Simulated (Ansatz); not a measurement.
**Converging the basis set for Cu2 (SMILES [Cu][Cu])**

The species is Cu2 (2 atoms), meant as a singlet with charge 0. SMILES: `[Cu][Cu]`. Geometry: the measured bond length.

```xyz
2

Cu    0.0000    0.0000    0.0000
Cu    0.0000    0.0000    2.2197
```

Program: Ansatz 0.2.0. Method: MP2. Swept: basis set. Watched: the HOMO energy (Hartree–Fock orbitals). Each run: gradient, 10 core orbitals frozen. Hardware: 1 thread of Arm Neoverse V1, shared host.

Deviations are taken from the sweep's last point, which isn't the limit.

Question: The candidates, from coarse to fine: pcseg-0; pcseg-1; pcseg-2; pcseg-3. Estimate which is the coarsest that holds the HOMO energy (Hartree–Fock orbitals) within 0.1 eV of the last.

Answer: pcseg-1: it is 0.0214 eV off and takes 1.8 s, against 25 s for pcseg-3.

| basis set | basis functions | value (eV) | from the best (eV) | wall time |
| --- | --- | --- | --- | --- |
| pcseg-0 | 48 | -6.0938 | +0.3578 | 0.8 s |
| pcseg-1 | 62 | -6.4302 | +0.0214 | 1.8 s |
| pcseg-2 | 112 | -6.3935 | +0.0581 | 6.3 s |
| pcseg-3 | 184 | -6.4516 | 0.0000 | 25 s |
